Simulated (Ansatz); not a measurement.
Reactions of C2H9NOSi (`COCN[SiH3]`).

Computed with Ansatz on PBE0-D4/def2-TZVP structures; ΔE is electronic, products minus reactants. CCSD(T)/CBS is the MP2 limit (def2-TZVPP, def2-QZVPP) plus CCSD(T) − MP2 in def2-TZVPP, frozen cores. This one scheme is used for every species. Functionals use def2-TZVPP. Open shells (•) are unrestricted, without spin–orbit coupling. def2 core potentials past Kr. For Sb outer-core shells are correlated without core-valence functions, which leaves a few kJ/mol of doubt a bond. Each species was taken in one conformer, which may not be the lowest.

```json
{"reaction": "`COCN[SiH3]` + H₂O → `OCN[SiH3]` + CH₃OH", "HF/CBS(def2) (kJ/mol)": "6", "B97M-V (kJ/mol)": "16"}
{"reaction": "`COCN[SiH3]` → `[CH2]` (triplet) + `OCN[SiH3]`", "HF/CBS(def2) (kJ/mol)": "252", "B97M-V (kJ/mol)": "398"}
{"reaction": "`COCN[SiH3]` + `C[CH2][SbH2]` → `C[CH](C)[SbH2]` + `OCN[SiH3]`", "HF/CBS(def2) (kJ/mol)": "-28", "B97M-V (kJ/mol)": "-35"}
{"reaction": "`COCN[SiH3]` → `CN(C)[SiH2]O`", "HF/CBS(def2) (kJ/mol)": "-173", "B97M-V (kJ/mol)": "-176"}
{"reaction": "`COCN[SiH3]` → `[CH2]OC`• + `[NH][SiH3]`•", "HF/CBS(def2) (kJ/mol)": "265", "B97M-V (kJ/mol)": "387"}
```

Question: Give the CCSD(T)/CBS values in the same order. (An estimate is asked.)

Answer: Ansatz gave: 19, 394, -43, -182, 411 kJ/mol.

Largest T1 diagnostic: 0.016, for `[CH2]OC`•.
